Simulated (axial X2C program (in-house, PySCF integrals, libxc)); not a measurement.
Potential curves of SnCl⁺, scalar-relativistic

All values were computed with an in-house relativistic program for diatomic molecules. Spin-free means the one-electron spin-free X2C Hamiltonian. Basis: Sn dyall-cv3z [11s12p9d4f1g], Cl dyall-av3z [9s8p3d2f] (cores contracted in-house); Gaussian nuclei, density fitting, unrestricted open shells. Masses: Sn 119.902 u, Cl 34.969 u.

State: M_S = 0, Λ = 0 (closed shell). Energies in kJ/mol from the fragments at the same level (Sn+ + Cl). Fits are polynomials in 1 − R0/R over 0.85 to 1.23 times the lowest point R0.

```json
{"R (Å)": "1.9749", "CCSD(T)": "", "HF": "-150.60"}
{"R (Å)": "2.0657", "CCSD(T)": "-336.08", "HF": "-219.93"}
{"R (Å)": "2.1338", "CCSD(T)": "-367.57", "HF": "-249.13"}
{"R (Å)": "2.2019", "CCSD(T)": "-384.56", "HF": "-263.82"}
{"R (Å)": "2.2700", "CCSD(T)": "-390.47", "HF": "-267.45"}
{"R (Å)": "2.3495", "CCSD(T)": "-386.91", "HF": "-261.27"}
{"R (Å)": "2.4289", "CCSD(T)": "-375.16", "HF": "-246.96"}
{"R (Å)": "2.5311", "CCSD(T)": "-351.83", "HF": "-220.40"}
{"R (Å)": "2.6559", "CCSD(T)": "", "HF": "-180.43"}
{"R (Å)": "2.8375", "CCSD(T)": "", "HF": "-115.63"}
```

Correlated methods: 10 electrons correlated (number of frozen shells: Sn 4 s, 3 p, 2 d; Cl 2 s, 1 p), 258 virtual spin orbitals or spinors in MP2, 90 natural virtuals in coupled cluster.

One determinant describes the state; a PBE0 search over occupations chose it and may have missed a lower one. The closed shell is kept restricted, so the energy runs too high when the bond is stretched far. De is counted from the lowest determinant-based energies of the atoms at the same level, without counterpoise correction. CCSD and (T) use frozen natural virtuals with an MP2 correction for the truncation; (T) itself is uncorrected, so its De runs slightly low. With the outer-core shells frozen, correlated bond lengths of heavy atoms tend to come out a few hundredths of an ångström too long. Spin–orbit coupling changes these values markedly for this molecule (Re by over 0.02 Å or De by over 0.25 eV), so the spin-free numbers are a model. Spin-free De lacks the spin–orbit lowering of the heavy p-block atom, a tenth of an eV or more for 4p and 5p, up to an eV for 6p and one to two eV for 7p atoms, less what an open-shell molecule gains itself. Coupled cluster ran on the points near the minimum only. MP2 and coupled cluster on one determinant become unreliable at the stretched end.

Task: What are Re, ωe and De at the CCSD(T) level?

Result: At CCSD(T), spin-free: Re = 2.281 Å, ωe ≈ 423 cm⁻¹, De = 4.05 eV to Sn+ + Cl; Be follows as 0.12 cm⁻¹.

Task: Fit the HF curve near its minimum: give the equilibrium distance, the harmonic wavenumber and the well depth.

Result: At HF, spin-free: Re = 2.262 Å, ωe ≈ 439 cm⁻¹, De = 2.77 eV to Sn+ + Cl; Be follows as 0.122 cm⁻¹.
